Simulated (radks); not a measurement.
Valence configurations of the silver ion Ag2+ (all share [Kr]). Method: scalar-relativistic Kohn-Sham, r2SCAN, spin-polarised, spherical densities, finite nucleus; open shells are filled with parallel spins first (spin-orbit coupling, left out, can overturn this in heavy ions); meta-GGA in the generalised Kohn-Sham scheme; Fermi nuclear charge, rms radius 4.5454 fm; computed with a radial shooting solver on a logarithmic mesh with Libxc functionals. Energies are relative to 4d9; eigenvalues in eV for spin up.

[
 {"valence": "4d9", "E (eV)": "0.000", "moment (Bohr magnetons)": "1", "e(4d)": "-29.583", "e(5p)": "-", "e(5s)": "-"},
 {"valence": "4d7 5s2", "E (eV)": "19.987", "moment (Bohr magnetons)": "3", "e(4d)": "-39.175", "e(5p)": "-", "e(5s)": "-24.820"},
 {"valence": "4d8 5s1", "E (eV)": "8.437", "moment (Bohr magnetons)": "3", "e(4d)": "-34.397", "e(5p)": "-", "e(5s)": "-23.463"},
 {"valence": "4d7 5p2", "E (eV)": "33.291", "moment (Bohr magnetons)": "5", "e(4d)": "-41.526", "e(5p)": "-19.193", "e(5s)": "-"},
 {"valence": "4d6 5p3", "E (eV)": "52.896", "moment (Bohr magnetons)": "7", "e(4d)": "-47.381", "e(5p)": "-21.281", "e(5s)": "-"},
 {"valence": "4d7 5s1 5p1", "E (eV)": "25.366", "moment (Bohr magnetons)": "5", "e(4d)": "-40.376", "e(5p)": "-18.583", "e(5s)": "-26.605"},
 {"valence": "4d7 5s0.5 5p1.5", "E (eV)": "29.351", "moment (Bohr magnetons)": "5", "e(4d)": "-40.954", "e(5p)": "-18.906", "e(5s)": "-26.831"},
 {"valence": "4d6 5s1 5p2", "E (eV)": "44.330", "moment (Bohr magnetons)": "7", "e(4d)": "-46.297", "e(5p)": "-20.717", "e(5s)": "-29.322"},
 {"valence": "4d5 5p4", "E (eV)": "79.034", "moment (Bohr magnetons)": "7", "e(4d)": "-53.593", "e(5p)": "-22.828", "e(5s)": "-"},
 {"valence": "4d6 5s2 5p1", "E (eV)": "39.858", "moment (Bohr magnetons)": "5", "e(4d)": "-45.292", "e(5p)": "-19.503", "e(5s)": "-27.950"}
]

NIST lists [Kr] 4d9 as the ground configuration; this level of theory agrees among the configurations tried. The energies are those of spherical high-spin densities, not of single terms.
